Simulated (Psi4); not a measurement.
## HfBr2F2 (SMILES [F][Hf]([F])([Br])[Br]): the HOMO–LUMO gap, rung by rung

HfBr2F2: 5 atoms, total charge 0, spin state singlet. As SMILES, `[F][Hf]([F])([Br])[Br]`. The shape was relaxed beforehand at PBE0/def2-TZVP.

Quantity: the HOMO–LUMO gap, in eV. The values are calculated.

| level | kind | program | value (eV) | CPU time |
| --- | --- | --- | --- | --- |
| PBE-D4/def2-TZVPP (density fitting, core potential) | GGA | Psi4 | 5.14 | 83 s |
| r2SCAN-D4/def2-TZVPP (density fitting, core potential) | meta-GGA | Psi4 | 5.67 | 4 min |
| B3LYP-D4/def2-TZVPP (density fitting, core potential) | global hybrid | Psi4 | 6.72 | 81 s |
| PBE0-D4/def2-TZVPP (density fitting, core potential) | global hybrid | Psi4 | 7.19 | 75 s |
| wB97M-V/def2-TZVPP (density fitting, core potential) | range-separated hybrid | Psi4 | 11.41 | 4.3 min |

The values span 5.14 to 11.41 eV. Orbital gaps aren't excitation energies; they tend to grow with the share of exact exchange. Times are those of the runs behind each value, whatever else they computed, on shared processors of several kinds: orders of magnitude only.
